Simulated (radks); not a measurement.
Question: The mean radii <r> (bohr) of the occupied orbitals of an atom or ion are listed with their occupations. Method: Dirac Kohn-Sham, LB94 model potential, spin-unpolarised, spherical densities, finite nucleus; Fermi nuclear charge, rms radius of each element as measured or else 0.836 A^(1/3) + 0.57 fm; computed with a radial shooting solver on a logarithmic mesh with Libxc functionals.

| orbital | occ. | <r> |
|---|---|---|
| 1s1/2 | 2 | 0.05393 |
| 2s1/2 | 2 | 0.2411 |
| 2p1/2 | 2 | 0.2089 |
| 2p3/2 | 4 | 0.2120 |
| 3s1/2 | 1 | 0.6045 |

Name the element and its charge. Open shells, if any, fill j = l - 1/2 first.

Answer: Z = 28, nickel, charge +17: Ni17+ in [Ne] 3s1. The 1s radius gives Z: for a bare nucleus <r> = (2 gamma + 1)/(2Z) with gamma = sqrt(1 - (Z/c)^2), 0.05282 bohr for Z = 28, and screening makes it slightly larger (0.05393 here). The occupations add up to 11, and the charge is Z minus that.
